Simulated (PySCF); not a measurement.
Worked example: entropy of an ideal gas

GeH3, SMILES [GeH3] (connectivity only; charge and spin as stated), charge +1, multiplicity 1.

Geometry: PBE-D3(BJ)/def2-TZVPD. The multiplicity is an assumed one; other spin states were not compared. The isomer is the one that the SMILES or the coordinates give; other isomers of the formula were not compared.

PBE-D3(BJ)/def2-TZVPD run with PySCF 2.14.0 gives the harmonic wavenumbers 773, 821, 821, 2116, 2188, 2188 cm⁻¹ and the rotational temperatures 6.8101, 6.8101, 3.4050 K. The molar mass is 75.65 g/mol, the symmetry number 6, the spin multiplicity 1.

Work out the entropy at 298.15 K and 1 atm in the rigid-rotor, harmonic-oscillator model.


Translation (Sackur–Tetrode at 1 atm): S = R[1.5 ln M + 2.5 ln T − 1.16487] = 162.7 J/(mol K).
Rotation: q = (√π/σ) T^1.5/√(θA θB θC) = 121, S = R[ln q + 3/2] = 52.3 J/(mol K).
Vibration: with u = 1.4388 ν/T, each mode gives R[u/(e^u − 1) − ln(1 − e^−u)]:
```csv
ν (cm⁻¹),modes,u,S (J/(mol K))
773,1,3.73,0.96
821,2,3.96,1.60
```
The stiffer modes add less than 0.005 each. Sum 2.6 J/(mol K).
Spin: R ln 1 = 0.0 J/(mol K).
Total 217.6 J/(mol K); the program's own thermochemistry gives 217.6. Translation makes up 75 % and vibration 1 %. Anharmonicity, hindered rotation and orbital degeneracy are left out.
